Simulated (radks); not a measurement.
Values are calculated unless marked as measured or tabulated.
Mean orbital radii <r> (bohr) of neutral chromium, [Ar] 3d5 4s1, at several levels of relativity; Dirac values are averaged over j with weights 2j + 1. Spin-unpolarised spherical Kohn-Sham, BLYP, point nucleus unless stated (finite: rms radius 3.6452 fm), a radial shooting solver on a logarithmic mesh with Libxc functionals. A level marked "c x" has the speed of light scaled by that factor and shares open shells by 2j + 1; other Dirac levels either fill j = l - 1/2 first or share by 2j + 1.

[
 {"shell": "1s", "non-rel.": "0.06419", "scalar-rel., finite nucleus": "0.06355", "Dirac, 2j+1 shares": "0.06355", "Dirac, low j first": "0.06355", "change of magnitude, last against first (%)": "-0.99"},
 {"shell": "2s", "non-rel.": "0.2961", "scalar-rel., finite nucleus": "0.2932", "Dirac, 2j+1 shares": "0.2930", "Dirac, low j first": "0.2930", "change of magnitude, last against first (%)": "-1.04"},
 {"shell": "2p", "non-rel.": "0.2609", "scalar-rel., finite nucleus": "0.2599", "Dirac, 2j+1 shares": "0.2598", "Dirac, low j first": "0.2598", "change of magnitude, last against first (%)": "-0.44"},
 {"shell": "3s", "non-rel.": "0.9101", "scalar-rel., finite nucleus": "0.9018", "Dirac, 2j+1 shares": "0.9017", "Dirac, low j first": "0.9018", "change of magnitude, last against first (%)": "-0.91"},
 {"shell": "3p", "non-rel.": "0.9692", "scalar-rel., finite nucleus": "0.9659", "Dirac, 2j+1 shares": "0.9659", "Dirac, low j first": "0.9661", "change of magnitude, last against first (%)": "-0.32"},
 {"shell": "4s", "non-rel.": "3.469", "scalar-rel., finite nucleus": "3.427", "Dirac, 2j+1 shares": "3.427", "Dirac, low j first": "3.428", "change of magnitude, last against first (%)": "-1.17"},
 {"shell": "3d", "non-rel.": "1.508", "scalar-rel., finite nucleus": "1.520", "Dirac, 2j+1 shares": "1.520", "Dirac, low j first": "1.524", "change of magnitude, last against first (%)": "+1.07"},
 {"shell": "4p (empty)", "non-rel.": "5.384", "scalar-rel., finite nucleus": "5.356", "Dirac, 2j+1 shares": "5.357", "Dirac, low j first": "5.361", "change of magnitude, last against first (%)": "-0.43"}
]
